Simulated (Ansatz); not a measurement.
Name a neutral molecule of Al, Cl, N, Si and H with size of the dipole moment (ωB97M-V/def2-TZVPP) between 2.30 and 2.60 D and LUMO energy (PBE/def2-TZVPP) between -2.60 and -2.30 eV (Ansatz, PBE0-D4/def2-TZVP geometry).

`[NH2][AlH][SiH]([SiH3])Cl` (2.39 D, -2.35 eV). Other molecules can fit too; these were computed, each in one conformer that needn't be the lowest.
